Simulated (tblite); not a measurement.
C₆H₈OSi.
Geometry (GFN2-xTB, Å), atoms numbered from 1 in this order:
```xyz
16
C6H8OSi angstrom
O      2.8510   -1.2499   -0.7572
Si     2.2691   -0.2040    0.3453
C      0.4020    0.0264    0.1617
C     -0.3669   -0.8591   -0.5888
C     -1.7360   -0.7013   -0.7087
C     -2.3692    0.3515   -0.0709
C     -1.6238    1.2407    0.6856
C     -0.2554    1.0768    0.7965
H      2.7131   -1.1261   -1.6922
H      2.9133    1.1063    0.1991
H      2.6202   -0.8794    1.5881
H      0.1165   -1.6898   -1.0851
H     -2.3105   -1.4004   -1.2997
H     -3.4383    0.4784   -0.1617
H     -2.1124    2.0624    1.1901
H      0.3198    1.7766    1.3865
```

Method: GFN2-xTB as coded in tblite; computed harmonic values from a numerical Hessian at the method's own geometry, unscaled. Errors from tens to a few hundred cm⁻¹ against measured bands are possible. Modes of hydrogen on silicon can be 10 to 20 % off. One conformer, not necessarily the lowest.

Harmonic wavenumbers (cm⁻¹): 36.3, 121.9, 144.7, 236.8, 284.0, 357.6, 386.4, 403.3, 529.0, 590.0, 603.7, 666.7, 680.9, 734.5, 745.9, 772.9, 800.5, 881.5, 892.0, 904.0, 930.8, 933.8, 979.9, 1086.5, 1122.6, 1156.8, 1183.1, 1209.6, 1290.0, 1312.8, 1420.7, 1469.9, 1577.7, 1598.0, 2215.7, 2308.9, 3057.5, 3061.8, 3068.8, 3074.6, 3085.1, 3672.7.

A = 4382, B = 1067, C = 872.8 MHz; mass 124.034 u (most abundant isotopes); point group C1, symmetry number 1.

What is the zero-point energy?

½Σν̃ = 25795 cm⁻¹ = 73.75 kcal/mol.

Entropy at 298.15 K, 1 bar (ideal gas, RRHO, classical rotation)?

Translation 40.39, rotation 28.76, vibration 21.97: S = 91.1 cal/(mol K).

And Cp and H(298.15 K) − H(0)?

Cp = 34.30 cal/(mol K), of which vibrations give 26.35 (their classical limit is 42 R = 83.5); H(298.15 K) − H(0) = 5.96 kcal/mol without the zero-point energy, 3.59 from vibrations.

Blend soft modes into free rotors: weight 1/[1 + (100 cm⁻¹/ν̃)⁴] for the oscillator and the rest for a rotor with moment μB/(μ + B), μ = h/(8π²ν), B = 10⁻⁴⁴ kg m². What vibrational entropy results?

20.25 cal/(mol K) in place of 21.97, which changes −T·S at 298.15 K by +0.51 kcal/mol.

What must be added to the electronic energy to get the Gibbs energy at 298.15 K and 1 bar?

ZPE + [H(298.15 K) − H(0)] − T·S = 73.75 + 5.96 − 27.17 = 52.54 kcal/mol.

Which modes carry the vibrational entropy at 298.15 K?

36.3 cm⁻¹: 5.45; 121.9 cm⁻¹: 3.07; 144.7 cm⁻¹: 2.74; 236.8 cm⁻¹: 1.83; 284.0 cm⁻¹: 1.51; 357.6 cm⁻¹: 1.13 cal/(mol K); the other 36 give 6.24 together.

Hindered rotation and anharmonicity are outside this model. Other conformers, if any are populated, would add a mixing term that is left out. The structure is chiral; the term R ln 2 for an equal mix with its mirror image is left out.
